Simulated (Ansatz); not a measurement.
CH$_{4}$AlClOSi (`[AlH2][C@@H]1O[Si@H]1Cl`), relaxed with RKS PBE-D4/def2-SVP in Ansatz 0.2.0 from a rough embedded geometry. The force threshold is 0.03 eV/Å; the program also tests the step.

Charge 0, multiplicity 1.

Start:

```xyz
9

Al    1.076   -1.116   -0.951
C    -0.544   -0.507    0.122
O    -1.232    0.477   -0.540
Si   -0.298    1.203    0.799
Cl   -1.796    1.735    2.260
H     2.519   -0.979   -0.257
H     0.894   -1.775   -2.357
H    -1.205   -1.179    0.645
H     0.587    2.141    0.279
```

```tsv
step	energy (eV)	largest force (eV/Å)	largest move (Å)
1	-30118.3441	4.127	0.000
2	-30118.8537	1.621	0.194
3	-30118.9811	1.155	0.044
4	-30118.9918	1.828	0.200
5	-30119.0926	0.174	0.100
6	-30119.0976	0.098	0.045
7	-30119.0989	0.095	0.072
8 (rejected)	-30119.0987	0.065	0.035
9	-30119.1004	0.044	0.017
10	-30119.1013	0.035	0.041
11	-30119.1041	0.148	0.146
12	-30119.1055	0.322	0.182
13	-30119.1475	0.133	0.200
14	-30119.1745	0.128	0.200
15	-30119.1894	0.204	0.200
16	-30119.1915	0.257	0.149
17	-30119.2003	0.230	0.200
18	-30119.2015	0.173	0.040
19	-30119.2043	0.067	0.039
20 (rejected)	-30119.2041	0.094	0.024
21	-30119.2048	0.024	0.011
```

End:

```xyz
9

Al    1.141   -1.183   -0.884
C    -0.351   -0.561    0.220
O    -1.499    0.185   -0.467
Si   -0.636    1.239    0.519
Cl   -1.540    1.885    2.254
H     2.206   -2.187   -0.233
H     1.316   -0.574   -2.353
H    -0.725   -1.173    1.070
H     0.087    2.368   -0.128
```

Run time 31 s (4 threads of an Arm Neoverse V1 on a shared host); peak host memory 0.19 GiB.
